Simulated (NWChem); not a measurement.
Molecule: SbH₃O₂; SMILES [OH][SbH][OH]

```xyz
6

Sb    -0.3414     0.0074     0.0269
H     -0.4936    -0.0764    -1.6913
O      0.9512    -1.5098    -0.0413
H      1.1395    -1.8175     0.8537
O      0.9459     1.5184     0.0570
H      1.5888     1.4485    -0.6603
```
Atoms are numbered in this order, from 1.

Computed with NWChem. Medium grid unless said otherwise, to which SCAN and Minnesota functionals are sensitive. The geometry was optimised at PBE0/def2-SVP. def2 effective core potentials on Sb; no spin-orbit coupling. Total energies of different functionals are on different scales.

| level | energy (Ha) | highest occupied level (eV) | orbital gap (eV) | dipole (D) |
|---|---|---|---|---|
| B3LYP/def2-SVP | -392.4624 | -7.26 | 6.44 | 1.16 |
| PBE/def2-SVP | -392.2192 | -6.21 | 4.87 | 0.96 |
| MPW1K/def2-SVP | -392.4150 | -8.40 | 8.32 | 1.26 |
| MN15/def2-SVP | -391.6551 | -8.07 | 8.04 | 1.23 |
| TPSSh/def2-SVP | -392.3000 | -6.86 | 5.88 | 1.06 |
| LRC-wPBEh/def2-SVP | -392.2526 | -9.27 | 10.35 | 1.14 |
| M06/def2-SVP | -392.3902 | -7.36 | 6.76 | 1.39 |
| TPSS/def2-SVP | -392.3063 | -6.36 | 5.09 | 1.00 |
| LC-wPBE (HJS exchange hole, range parameter 0.4 per bohr)/def2-SVP | -392.3185 | -10.05 | 11.62 | 1.18 |
| PW6B95/def2-SVP | -392.6873 | [?] | [?] | 1.21 |
| BHandHLYP/def2-SVP | -392.2313 | -8.57 | 8.77 | 1.33 |

Q: Some entries are withheld; supply them.

A: 
- PW6B95/def2-SVP, highest occupied level (eV): -7.56
- PW6B95/def2-SVP, orbital gap (eV): 7.02
